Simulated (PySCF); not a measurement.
**SnF⁻: frontier orbitals**

UHF at R = 2.100 Å; Sn def2-SVPD with ECP28, F def2-SVPD; scalar-relativistic core potentials (PySCF 2.14). State: ³Σ⁻ (triplet), unpaired electrons π ↑↑. Only the outer orbitals are listed, counted within each symmetry, core potentials removing the inner ones.

| spin | orbital | occ. | ε (eV) | on Sn (%) | main shells (%) |
| --- | --- | --- | --- | --- | --- |
| α | 6σ | 1 | -11.55 | 41 | 58 F p, 39 Sn s |
| α | 3π | 1 | -9.80 | 1 | 99 F p |
| α | 3π | 1 | -9.80 | 1 | 99 F p |
| α | 7σ | 1 | -7.46 | 69 | 60 Sn s, 32 F p |
| α | 4π | 1 | -1.42 | 102 | 101 Sn p |
| α | 4π | 1 | -1.42 | 102 | 101 Sn p |
| α | 8σ | 0 | 5.96 | 103 | 101 Sn s |
| β | 6σ | 1 | -10.64 | 16 | 83 F p, 13 Sn s |
| β | 3π | 1 | -9.38 | 0 | 100 F p |
| β | 3π | 1 | -9.38 | 0 | 100 F p |
| β | 7σ | 1 | -5.01 | 93 | 84 Sn s, 9 F p, 9 Sn p |
| β | 8σ | 0 | 6.29 | 106 | 107 Sn s |

Question: Which are the highest filled and the lowest empty level, where do they sit, and how wide is the gap?

Answer: Highest filled α 4π at -1.42 eV (in %: 101 Sn p); lowest empty α 8σ at 5.96 eV (in %: 101 Sn s); the gap at UHF is 7.38 eV. An empty level above zero is unbound, and its energy depends on the basis.

* bond order (Mayer): -0.01
* ⟨S²⟩: 2.023
* charge on Sn (Mulliken, basis-dependent): -0.25
* charge on Sn (Löwdin, basis-dependent): -0.05
* dipole moment (positive dipole points towards F; it is taken about the centre of mass and depends on that origin): -2.35 D
* polarisability along the bond: 64.3 bohr³
* polarisability across the bond: 88.4 bohr³

Shares are Mulliken populations and can fall outside 0 to 100 %.

Spin–orbit coupling is left out. The state was picked by a PBE0 search and need not be the measured ground state.
